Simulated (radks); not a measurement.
Values are calculated unless marked as measured or tabulated.
Problem. The mean radii <r> (bohr) of the occupied orbitals of an atom or ion are listed with their occupations. Level of theory: Dirac Kohn-Sham, PBEsol, spin-unpolarised, spherical densities, point nucleus (a radial shooting solver on a logarithmic mesh with Libxc functionals).

| orbital | occ. | <r> |
|---|---|---|
| 1s1/2 | 2 | 0.06094 |
| 2s1/2 | 2 | 0.2795 |
| 2p1/2 | 2 | 0.2452 |
| 2p3/2 | 4 | 0.2482 |
| 3s1/2 | 2 | 0.8529 |
| 3p1/2 | 2 | 0.8988 |
| 3p3/2 | 4 | 0.9078 |
| 3d3/2 | 2 | 1.144 |
| 3d5/2 | 3 | 1.148 |

Name the element and its charge. Open shells, if any, are shared by 2j + 1.

Solution. Z = 25, manganese, charge +2: Mn2+ in [Ar] 3d5. The 1s radius gives Z: for a bare nucleus <r> = (2 gamma + 1)/(2Z) with gamma = sqrt(1 - (Z/c)^2), 0.05933 bohr for Z = 25, and screening makes it slightly larger (0.06094 here). The occupations add up to 23, and the charge is Z minus that.
